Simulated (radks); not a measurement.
Numerical settings for the titanium ion Ti3+, [Ar] 3d1. Method: scalar-relativistic Kohn-Sham, PBE, spin-unpolarised, spherical densities, finite nucleus; Fermi nuclear charge, rms radius 3.5921 fm; computed with a radial shooting solver on a logarithmic mesh with Libxc functionals. The defaults (mesh step 0.008 in ln r, mesh end at 40 bohr or more with all orbitals vanishing there, Anderson mixing 0.5 over 9 steps, residual threshold near 1e-9 with the energy settled to 1e-9 hartree or 1e-11 of itself, here a cap of 55 iterations) give E = -851.8036 hartree and 3d at -34.691 eV in 14 iterations. Run on one thread of a shared host, so times are rough (Arm Neoverse V1): 0.07 s of CPU time, 0.07 s wall, 14 iterations on 2189 mesh points. Changes against that run (0 stands for a change within the tolerance of the run):

| setting | iterations | converged | E (mhartree) | e(3d) (meV) | CPU (s) |
|---|---|---|---|---|---|
| mesh step in ln r 0.005 | 16 | yes | 0 | 0 | 0.12 |
| mesh step in ln r 0.03 | 13 | yes | 0 | 0 | 0.03 |
| mesh step in ln r 0.12 | 2 | no | diverged | - | 0 |
| mesh end (bohr) 1 | 15 | level above zero | +5.84e+04 | +2.21e+05 | 0.05 |
| mesh end (bohr) 20 | 14 | yes | 0 | 0 | 0.07 |
| residual threshold 1e-05 | 10 | yes | 0 | +0.0439 | 0.06 |
| residual threshold 0.001 | 10 | yes | 0 | +0.0439 | 0.06 |
| mixing 2.5 | 21 | yes | 0 | 0 | 0.1 |
| linear mixing, mixing 0.8 | 38 | no | diverged | - | 0.13 |
| linear mixing, mixing 0.05 | 55 | no | +0.479 | -1.12e+03 | 0.25 |
| mixing history 2 | 22 | yes | 0 | 0 | 0.09 |
| iteration cap 2 | 2 | no | +656 | -2.62e+04 | 0.01 |

Settled on a wrong energy, with an occupied level pushed above zero by the early mesh end: mesh end (bohr) 1 (+58.4 hartree). Apart from these: no run marked as converged misses the energy by more than 1 mhartree. A mesh that ends early acts as a hard wall.
